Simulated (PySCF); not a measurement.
A calculated (CAM-B3LYP, PySCF 2.14, aug-cc-pVTZ with one added diffuse shell each of s, p, d, f, g type, the non-relativistic Hamiltonian (point nucleus)) atom or ion has these occupied shells.

| shell | electrons | orbital energy (eV) | rms radius, mean of both spins (bohr) |
| --- | --- | --- | --- |
| 1s α | 1 | -4877.1 | 0.0812 |
| 1s β | 1 | -4877.1 | 0.0812 |
| 2s α | 1 | -550.84 | 0.355 |
| 2s β | 1 | -550.17 | 0.355 |
| 2p α | 3 | -461.41 | 0.322 |
| 2p β | 3 | -460.85 | 0.322 |
| 3s α | 1 | -75.285 | 1.09 |
| 3s β | 1 | -73.138 | 1.09 |
| 3p α | 3 | -51.030 | 1.18 |
| 3p β | 3 | -48.737 | 1.18 |
| 3d α | 2 | -15.857 | 1.67 |
| 4s α | 1 | -12.497 | 3.38 |

(1) Name the element and its charge.

Answers

(1) Ti⁺ (titanium, charge +1), in [Ar] 3d2 4s1, high-spin 4F determinant.
